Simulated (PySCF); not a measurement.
**Radial density of Cd (cadmium, neutral)**

UHF, [Kr] 4d10 5s1 5d1, 5s spin antiparallel (an excited configuration). Computed with PySCF 2.14 in x2c-QZVPPall with one added diffuse shell each of s, p, d, f, g type (14s9p8d5f3g, 143 functions), with the spin-free X2C one-electron Hamiltonian (Gaussian nucleus).

| r (bohr) | 4πr²ρ (e/bohr) | 4πr²(ρα − ρβ) |
| --- | --- | --- |
| 0.0224 | 61.80 | -0.0042 |
| 0.0377 | 53.17 | 0.0012 |
| 0.0634 | 64.26 | -0.0066 |
| 0.107 | 76.25 | -0.0045 |
| 0.179 | 52.67 | 0.0180 |
| 0.302 | 62.54 | -0.0145 |
| 0.507 | 22.57 | -0.0170 |
| 0.854 | 20.52 | 0.0417 |
| 1.44 | 8.652 | -0.1308 |
| 2.41 | 1.360 | -0.4799 |
| 4.06 | 0.2049 | -0.0936 |
| 6.83 | 0.1850 | 0.1788 |
| 11.5 | 0.03681 | 0.0368 |

Densities and radii are taken from the X2C orbitals without a picture-change correction, which distorts them close to the nucleus.

The outer electron is Rydberg-like, and this basis confines it to a smaller radius and binds it less than a complete one would. With the s spin flipped the determinant is a mixture of two multiplicities, not a spectroscopic state.
